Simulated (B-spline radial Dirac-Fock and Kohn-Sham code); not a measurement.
## Magnetic form factor of the 5d shell of Pr³⁺

System: Pr³⁺, [Xe] 5d2 (an excited configuration).

These are calculated numbers from a radial B-spline solver; the model is Dirac-Fock orbitals of the configuration average with a finite nucleus. ⟨j_K⟩ is the integral of the 5d radial density with the spherical Bessel function j_K(4πsr), s = sin θ/λ.

| s (Å⁻¹) | ⟨j0⟩ | ⟨j2⟩ | ⟨j4⟩ |
| --- | --- | --- | --- |
| 0 | 1.0000 | 0.0000 | 0.0000 |
| 0.05 | 0.9089 | 0.0357 | 0.0005 |
| 0.1 | 0.6793 | 0.1186 | 0.0068 |
| 0.15 | 0.4088 | 0.1974 | 0.0262 |
| 0.2 | 0.1833 | 0.2339 | 0.0575 |
| 0.25 | 0.0401 | 0.2219 | 0.0906 |
| 0.3 | -0.0264 | 0.1778 | 0.1144 |
| 0.35 | -0.0413 | 0.1228 | 0.1234 |
| 0.4 | -0.0301 | 0.0726 | 0.1182 |
| 0.45 | -0.0107 | 0.0345 | 0.1031 |
| 0.5 | 0.0073 | 0.0098 | 0.0831 |
| 0.6 | 0.0265 | -0.0084 | 0.0431 |
| 0.7 | 0.0263 | -0.0047 | 0.0153 |
| 0.8 | 0.0177 | 0.0040 | 0.0014 |
| 0.9 | 0.0085 | 0.0106 | -0.0026 |
| 1 | 0.0020 | 0.0132 | -0.0015 |
| 1.1 | -0.0013 | 0.0128 | 0.0015 |
| 1.2 | -0.0022 | 0.0106 | 0.0044 |
| 1.4 | -0.0003 | 0.0051 | 0.0075 |
| 1.6 | 0.0024 | 0.0012 | 0.0072 |

Radial moments of the shell: ⟨r²⟩ = 5.168, ⟨r⁴⟩ = 41.65, ⟨r⁶⟩ = 491.6 in powers of bohr.
